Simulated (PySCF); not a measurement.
# `FC(F)[C@@H]1CCC[Si@H]1CCl`: 4 charge schemes on one density

Species: C₆H₁₁ClF₂Si.
Atom-mapped SMILES: `[F:1][CH:2]([F:3])[C@@H:4]1[CH2:5][CH2:6][CH2:7][Si@H:8]1[CH2:9][Cl:10]` (hydrogens: H11 on C2; H12 on C4; H13, H14 on C5; H15, H16 on C6; H17, H18 on C7; H19 on Si8; H20, H21 on C9)

Structure used (GFN2-xTB), in Å, numbered top down from 1:
```
atom  x, y, z in Å
F1    -1.892   -2.274    0.736
C2    -2.097   -0.998    0.313
F3    -2.437   -1.101   -1.000
C4    -0.849   -0.171    0.495
C5    -1.054    1.281    0.054
C6     0.326    1.899   -0.154
C7     1.133    0.981   -1.081
Si8    0.630   -0.783   -0.564
C9     1.916   -1.661    0.548
Cl10   2.446   -0.534    1.827
H11   -2.982   -0.612    0.845
H12   -0.607   -0.200    1.561
H13   -1.633    1.846    0.787
H14   -1.598    1.290   -0.892
H15    0.241    2.904   -0.569
H16    0.832    1.972    0.810
H17    2.197    1.188   -0.996
H18    0.854    1.167   -2.117
H19    0.247   -1.687   -1.651
H20    2.806   -1.954   -0.001
H21    1.512   -2.537    1.048
```

Density: PBE0/pcSseg-1 (PySCF); schemes: Mulliken, IAO, Hirshfeld and ESP-fitted. One conformer (not necessarily the lowest) at the GFN2-xTB geometry, without solvent, vibrations or thermal averaging.

Problem. At which atom do the 4 schemes differ most?

Solution. At C4: from -0.656 (Mulliken) to -0.059 e (ESP-fitted), 0.597 e apart.

Problem. Which atoms carry the lowest charge in the Mulliken, IAO, Hirshfeld and ESP-fitted schemes?

Solution. The schemes don't all agree: Mulliken C4 (-0.656); IAO C7 (-0.544); Hirshfeld C7 (-0.162); ESP-fitted C9 (-0.524).

Problem. Which atoms carry the highest charge in the Mulliken, IAO, Hirshfeld and ESP-fitted schemes?

Solution. All schemes agree: Mulliken Si8 (+0.908); IAO Si8 (+0.886); Hirshfeld Si8 (+0.355); ESP-fitted Si8 (+0.602).

Problem. Give the atomic charges in each scheme.

Solution. In e:

```
atom                  environment  Mulliken     IAO  Hirshfeld  ESP-fitted
  F1      fluorine of a CF2 group    -0.310  -0.313     -0.110      -0.223
  C2                  CHF2 carbon    +0.588  +0.451     +0.143      +0.238
  F3      fluorine of a CF2 group    -0.307  -0.312     -0.100      -0.214
  C4  sp3 carbon bound to silicon    -0.656  -0.415     -0.135      -0.059
  C5              ring CH2 carbon    -0.182  -0.256     -0.072      -0.190
  C6              ring CH2 carbon    -0.217  -0.246     -0.068      +0.090
  C7  sp3 carbon bound to silicon    -0.539  -0.544     -0.162      -0.460
 Si8                  SiH silicon    +0.908  +0.886     +0.355      +0.602
  C9              sp3 C–Cl carbon    -0.506  -0.527     -0.125      -0.524
Cl10               alkyl chlorine    -0.169  -0.107     -0.052      -0.121
 H11             methine hydrogen    +0.099  +0.137     +0.046      +0.095
 H12             methine hydrogen    +0.167  +0.159     +0.037      +0.062
 H13           methylene hydrogen    +0.129  +0.136     +0.040      +0.046
 H14           methylene hydrogen    +0.127  +0.135     +0.033      +0.075
 H15           methylene hydrogen    +0.125  +0.139     +0.041      +0.024
 H16           methylene hydrogen    +0.128  +0.137     +0.031      +0.019
 H17           methylene hydrogen    +0.148  +0.154     +0.036      +0.122
 H18           methylene hydrogen    +0.144  +0.149     +0.039      +0.119
 H19                Si–H hydrogen    -0.034  -0.110     -0.075      -0.122
 H20           methylene hydrogen    +0.176  +0.171     +0.048      +0.216
 H21           methylene hydrogen    +0.181  +0.177     +0.050      +0.203
```

Mean size of the charges over all atoms: Mulliken 0.278 e, IAO 0.270 e, ESP-fitted 0.182 e, Hirshfeld 0.086 e. Each set sums to the total charge, 0, to within 0.001 e. The Mulliken scheme gives each basis function's population to the atom it is centred on and halves the overlap population of two atoms between them.

Problem. How many electrons does the IAO scheme count on F3?

Solution. Z − q = 9 − (-0.312) = 9.312.

Problem. Sum the charges by element, for elements with more than one atom.

Solution. 
```csv
element,atoms,Mulliken,IAO,Hirshfeld,ESP-fitted
F,2,-0.617,-0.625,-0.210,-0.437
C,6,-1.513,-1.538,-0.419,-0.905
H,11,+1.390,+1.384,+0.327,+0.860
```
